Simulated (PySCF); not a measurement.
SMILES [CH3][AlH][N](C)C, GFN2-xTB optimised geometry.

```
15

Al     0.57    -0.45     0.00
H      2.11    -0.45     0.00
C     -0.50    -2.12     0.00
H      0.14    -3.01     0.07
H     -1.11    -2.24    -0.90
H     -1.20    -2.17     0.85
N     -0.11     1.22     0.00
C     -1.52     1.58     0.00
C      0.76     2.38     0.00
H     -1.78     2.16     0.89
H     -1.78     2.17    -0.89
H     -2.11     0.66    -0.01
H      0.60     3.01    -0.89
H      0.59     3.01     0.89
H      1.80     2.04     0.00
```

Density from PySCF 2.14.0 with PBE0/def2-TZVP at that geometry.

Minimum of the electron density along straight lines between bonded atoms, close to the bond critical point (lines longer than 1.1 times the sum of covalent radii, or with two minima, are not listed):

```csv
bond,length / Å,ρ at the minimum / e bohr⁻³,∇²ρ there / e bohr⁻⁵,position (fraction from the first atom)
Al1–H2,1.541,___,0.25,0.51
Al1–C3,1.988,0.082,___,0.40
C3–H4,1.095,0.268,-0.87,0.64
C3–H5,1.096,0.266,-0.86,0.64
C3–H6,1.096,0.266,-0.86,0.64
Al1–N7,1.802,___,0.55,0.42
N7–C8,1.449,0.273,-0.71,0.59
N7–C9,1.451,0.271,-0.70,0.59
C8–H10,1.097,0.277,-0.95,0.64
C8–H11,1.097,0.277,-0.95,0.64
C8–H12,1.091,0.281,-0.98,0.64
C9–H13,1.097,0.277,-0.95,0.64
C9–H14,1.097,0.277,-0.95,0.64
C9–H15,1.093,0.280,-0.98,0.64
```

Q: Some entries are withheld; supply them.

A: 
- Al1–H2, ρ at the minimum / e bohr⁻³: 0.088
- Al1–C3, ∇²ρ there / e bohr⁻⁵: 0.23
- Al1–N7, ρ at the minimum / e bohr⁻³: 0.097
